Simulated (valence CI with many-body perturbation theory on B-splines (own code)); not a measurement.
# E1 transitions of Ar4+

Calculated by relativistic CI+MBPT: four valence electrons over a frozen Dirac-Fock core [Ne], a basis of 11 s, 11 p, 10 d, 8 f, 5 g, 2 h functions for each j, with the one-electron correlation potential Σ1, the two-electron term Σ2, the three-electron term Σ3, Breit, model QED; selected CI, second order for the rest, scaled by the run's own slope (own B-spline code, finite nucleus).

Against 36 measured levels this calculation errs by 108 cm⁻¹ on average and by 350 at most. These come from a selection out of Saloman, J. Phys. Chem. Ref. Data 39, 033101 (2010). Levels without a partner in it may be off by more. Among the levels kept, up to 930 cm⁻¹ of a level comes from second order outside the variational space, and about a tenth of that is noise between levels of different J, which matters for small intervals. 7 measured levels below the end of the list, from 252141 cm⁻¹ on, found no clear computed partner, and computed levels of the same name lie up to 12927 cm⁻¹ from them.

Lines 301 to 350 of 586 in falling wavelength, among levels below 56.377 eV, chosen from the strongest by gf and those to the six lowest levels. Wavelengths and rates use the calculated energies, so an error of 100 cm⁻¹ moves a line at 570.1 Å by 0.057 % and its rate by three times that or more. Electric multipoles are in the length gauge, E1 and E2 with the static RPA response of the core. Weak lines are less certain than strong ones. Lines between different terms over intervals too small for the method are left out, as are lines whose strength nearly cancels. Where a level lies close to another of its J and parity, the split of strength between their lines is uncertain. The highest levels of a list are the least certain.

Names give the largest LS component (configuration and term), which can be under half, so a name can repeat, a term be missing and a line seem to break the LS rules; names also repeat where a configuration has a term twice. Letters in brackets count levels of one name in rising energy.

```tsv
λ vac (Å)	λ from measured levels	Upper	Lower	A (s⁻¹)	S (a.u.)
570.1	570.7	3s3p³ ³S°_1	3s²3p² ¹D_2	4.00e+08	1.10e-01
562.3		3s3p²3d ³P_2 [a]	3s3p³ ³P°_2	1.29e+09	5.64e-01
561.4		3s3p²3d ¹D_2 [c]	3s²3p3d ¹F°_3	4.41e+09	1.93e+00
559.4		3s²3p4p ¹P_1	3s3p³ ¹D°_2	1.57e+09	4.06e-01
558.8		3s3p²3d ³D_3 [c]	3s²3p3d ³F°_4	5.82e+09	3.51e+00
558.0		3s3p²3d ³D_2 [c]	3s²3p3d ³F°_3	6.37e+09	2.73e+00
557.9	558.5	3s3p³ ¹P°_1	3s²3p² ¹D_2	9.22e+09	2.37e+00
556.9		3s3p²3d ³D_1 [c]	3s²3p3d ³F°_2	8.03e+09	2.06e+00
555.9		3s3p²3d ³D_2 [c]	3s²3p3d ³F°_2	1.43e+09	6.04e-01
555.8		3s3p²3d ³D_3 [c]	3s²3p3d ³F°_3	1.62e+09	9.60e-01
555.6		3s3p²3d ¹P_1 [b]	3s²3p3d ¹D°_2	3.09e+09	7.86e-01
554.4		3s3p²3d ³F_3 [c]	3s²3p3d ³F°_4	1.81e+09	1.07e+00
553.6		3s3p²3d ³F_4 [c]	3s²3p3d ³F°_4	6.27e+09	4.72e+00
553.0		3s3p²4s ¹D_2 [a]	3s²3p3d ¹P°_1	1.26e+09	5.25e-01
552.3		3s3p²3d ³F_2 [c]	3s²3p3d ³F°_3	1.32e+09	5.50e-01
551.6		3s3p²4s ³P_0	3s²3p3d ³D°_1	3.45e+09	2.86e-01
551.4		3s3p²3d ³F_3 [c]	3s²3p3d ³F°_3	4.44e+09	2.57e+00
551.0		3s3p²4s ³P_1	3s²3p3d ³D°_2	3.29e+09	8.15e-01
550.6		3s3p²3d ³F_4 [c]	3s²3p3d ³F°_3	4.29e+08	3.18e-01
550.1		3s3p²3d ³F_2 [c]	3s²3p3d ³F°_2	5.19e+09	2.13e+00
549.8		3s3p²4s ³P_2 [a]	3s²3p3d ³D°_3	6.37e+09	2.61e+00
549.2		3s3p²4s ³P_2 [a]	3s²3p3d ³D°_2	9.53e+08	3.89e-01
542.8		3s3p²4s ³P_2 [b]	3s²3p3d ³D°_3	2.11e+09	8.35e-01
542.1		3s3p²4s ¹D_2 [b]	3s²3p3d ¹P°_1	1.02e+09	4.03e-01
541.9		3s3p²3d ³P_1 [c]	3s²3p3d ³D°_2	4.92e+09	1.16e+00
541.5		3s3p²3d ¹F_3 [b]	3s²3p3d ¹D°_2	2.60e+09	1.43e+00
540.6		3s3p²3d ³P_0 [c]	3s²3p3d ³D°_1	7.98e+09	6.22e-01
540.2		3s²3p3d ³F°_3	3s²3p² ³P_2	5.10e+06	2.78e-03
539.3		3s3p²3d ¹F_3 [a]	3s3p³ ¹D°_2	4.49e+09	2.43e+00
537.9		3s3p²4p ³P°_2	3p⁴ ³P_2	1.37e+09	5.26e-01
536.0		3s²3p4f ³D_3	3s²3p3d ¹F°_3	8.32e+08	4.43e-01
530.3		3s3p²4s ¹D_2 [a]	3s²3p3d ¹F°_3	4.53e+09	1.67e+00
529.8		3s²3p4f ¹F_3	3s²3p3d ¹F°_3	7.17e+09	3.69e+00
528.9		3s3p²4s ³P_2 [a]	3s²3p3d ³P°_2	7.56e+08	2.76e-01
527.3		3s²3d² ³F_4	3s²3p3d ³D°_3	1.27e+09	8.29e-01
527.0		3s²3d² ³F_3	3s²3p3d ³D°_2	1.10e+09	5.58e-01
526.9	527.7	3s3p³ ³S°_1	3s²3p² ³P_2	1.11e+10	2.42e+00
526.6		3s²3d² ³F_2	3s²3p3d ³D°_1	9.84e+08	3.55e-01
525.1		3s3p²3d ³P_1 [c]	3s²3p3d ³P°_0	1.62e+09	3.46e-01
524.4		3s3p²4s ³P_2 [b]	3s²3p3d ³P°_1	1.03e+09	3.68e-01
524.1		3s3p²3d ³P_1 [c]	3s²3p3d ³P°_1	1.58e+09	3.37e-01
523.7		3s3p²3d ³P_0 [c]	3s²3p3d ³P°_1	3.81e+09	2.70e-01
523.4	524.2	3s3p³ ³S°_1	3s²3p² ³P_1	6.65e+09	1.41e+00
522.5		3s3p²4s ³P_2 [b]	3s²3p3d ³P°_2	3.36e+09	1.18e+00
521.3	522.1	3s3p³ ³S°_1	3s²3p² ³P_0	2.29e+09	4.81e-01
520.3		3s3p²4s ¹D_2 [b]	3s²3p3d ¹F°_3	2.55e+09	8.86e-01
519.9		3s3p²3d ¹D_2 [b]	3s3p³ ¹P°_1	3.51e+09	1.22e+00
516.4	517.3	3s3p³ ¹P°_1	3s²3p² ³P_2	5.21e+08	1.06e-01
516.4		3s3p²3d ³D_3 [d]	3s²3p3d ³F°_4	1.68e+09	8.00e-01
515.5		3s²3d² ¹D_2	3s²3p3d ¹P°_1	2.21e+10	7.46e+00
```
